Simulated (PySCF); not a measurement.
Run record: geometry optimisation, SnHMe2Et (`[H][Sn]([CH3])([CH3])[CH2]C`).

Method: PBE0-D3(BJ)/def2-SVP geometry optimisation, gas phase, def2 core potentials past Kr (PySCF 2.14.0). Start geometry: GFN2-xTB. The command runs a driver script over a list of jobs; the input below is this job's line of settings and its coordinates in Å.

Command:
```bash
OMP_NUM_THREADS=1 python probes_run.py task.json out
```

Input:
```
{"job": {"xc": "PBE0", "basis": "def2-SVP", "d3": "d3bj", "grid": 1, "maxiter": 40, "shake": 0.03, "kind": "geom"}, "charge": 0, "multiplicity": 1}
Sn     0.295710     0.480820     0.303830
H      0.237670     0.568720     1.984580
C      2.245440     0.573240    -0.428820
H      2.926520     1.451630    -0.020030
H      2.321420     0.607530    -1.517800
H      2.819800    -0.298250    -0.092200
C     -0.761780     2.354330    -0.394930
H     -1.765450     2.400580    -0.049750
H     -0.811940     2.402570    -1.421500
H     -0.285840     3.237730    -0.007950
C     -0.845820    -1.280290    -0.321080
C     -1.004910    -2.273950     0.788540
H     -0.329430    -1.692870    -1.183370
H     -1.832830    -0.973190    -0.741480
H     -1.552560    -3.188990     0.388600
H     -0.072240    -2.552260     1.208430
H     -1.612300    -1.817930     1.565180
```

Output:
```
step   0  E = -373.60498518  max force = 0.058074
step   1  E = -373.62398890  max force = 0.007772
step   2  E = -373.62524316  max force = 0.005582
step   3  E = -373.62552069  max force = 0.001879
step   4  E = -373.62557274  max force = 0.000517
step   5  E = -373.62561214  max force = 0.001188
step   6  E = -373.62565765  max force = 0.001037
step   7  E = -373.62569721  max force = 0.000727
step   8  E = -373.62576334  max force = 0.001166
step   9  E = -373.62583688  max force = 0.003452
step  10  E = -373.62596708  max force = 0.003465
step  11  E = -373.62630904  max force = 0.001271
step  12  E = -373.62636618  max force = 0.000668
step  13  E = -373.62643913  max force = 0.001489
step  14  E = -373.62646264  max force = 0.000976
step  15  E = -373.62648091  max force = 0.000302
step  16  E = -373.62648832  max force = 0.000448
optimisation converged
```

Energies in Eh; «max force» is the largest Cartesian gradient component in Eh/bohr.

**Question.** How much energy does the optimisation release, in kJ/mol?

**Answer.** E(step 0) − E(last step) = 0.021503 Eh, which is 56.5 kJ/mol.

**Question.** Give the first gradient maximum in eV/Å.

**Answer.** With 1 Eh/bohr = 51.422 eV/Å, 2.986 eV/Å.

Main results: final energy -373.62649 Eh after 16 steps; dipole 0.65 D.

**Question.** Give the final coordinates.

**Answer.** 0.612 Å rms from the input after alignment:
```
atom  x, y, z in Å
Sn1    0.0375    0.6966    0.3857
H2    -0.0975    0.9771    2.0839
C3     2.1131    0.3786   -0.1034
H4     2.7098    1.2649    0.1567
H5     2.2262    0.1824   -1.1797
H6     2.5088   -0.4831    0.4538
C7    -0.7124    2.4023   -0.6992
H8    -1.7668    2.5882   -0.4493
H9    -0.6341    2.2190   -1.7812
H10   -0.1282    3.3003   -0.4521
C11   -1.0940   -1.0796   -0.1227
C12   -0.5986   -2.3392    0.5751
H13   -1.0468   -1.1912   -1.2188
H14   -2.1499   -0.8804    0.1226
H15   -1.1942   -3.2250    0.2968
H16    0.4499   -2.5639    0.3202
H17   -0.6513   -2.2474    1.6721
```

**Question.** Estimate the wall time. Hardware: an Arm Neoverse V2 with one thread, shared host with 32 logical CPUs at a one-minute load of 9.6. And the peak memory of the process?

**Answer.** About 2.3 min, with 0.60 GiB resident at the peak, the Python interpreter and its libraries included.
Labels such as C1 count atoms from 1, the log's own numbers from 0.
